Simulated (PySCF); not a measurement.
**Optical rotation: `C[C@@H]1CC[Si@@H]1CCl`, C5H11ClSi**

Geometry:
```tsv
atom	x (Å)	y (Å)	z (Å)
C1	-0.686	1.736	-0.241
C2	-0.544	0.377	-0.915
C3	-1.582	-0.653	-0.416
C4	-0.691	-1.537	0.478
Si5	0.877	-0.741	-0.269
C6	2.131	0.032	0.947
Cl7	3.391	0.851	-0.013
H8	-0.691	1.632	0.842
H9	0.137	2.391	-0.518
H10	-1.619	2.213	-0.539
H11	-0.593	0.520	-1.995
H12	-1.986	-1.229	-1.248
H13	-2.415	-0.196	0.117
H14	-0.841	-2.602	0.326
H15	-0.848	-1.335	1.535
H16	1.613	-1.525	-1.262
H17	2.637	-0.712	1.557
H18	1.700	0.785	1.602
```

Method: TDDFT B3LYP/def2-SVPD circular dichroism and optical rotation, one conformer, gas phase in PySCF. Geometry: GFN2-xTB.

The molecule is flexible and this is one conformer; a measurement averages over conformers.

Stereocentres: C2 R, Si5 S.

(1) What is the specific rotation at 633, 589.3, 546, 436, 405, 365, 355 nm?

(2) And for the mirror image at 589.3 nm?

(3) What is the molar rotation [Φ] = [α]·M/100 of the geometry above at 589.3 nm?

## Answers

(1) [α] in deg dm⁻¹ (g/mL)⁻¹:
```
λ (nm)  origin-invariant length gauge  modified velocity gauge  length gauge (centre of mass)  isotropic polarisability (au)
   633                          -82.0                    -91.2                          -81.9                          101.1
 589.3                          -95.0                   -105.7                          -94.9                          101.5
   546                         -111.2                   -123.6                         -111.0                          102.0
   436                         -176.4                   -196.0                         -176.1                          104.1
   405                         -204.5                   -227.3                         -204.1                          105.0
   365                         -249.8                   -277.6                         -249.2                          106.7
   355                         -262.7                   -292.0                         -262.0                          107.2
```

(2) +95.0 deg dm⁻¹ (g/mL)⁻¹ (origin-invariant length gauge): the same size and the opposite sign.

(3) With M = 134.68 g/mol, -127.9 deg cm² dmol⁻¹ (origin-invariant length gauge).

The first excitation lies at 6.23 eV (199 nm) with R = +38.6 × 10⁻⁴⁰ esu² cm² (velocity form).
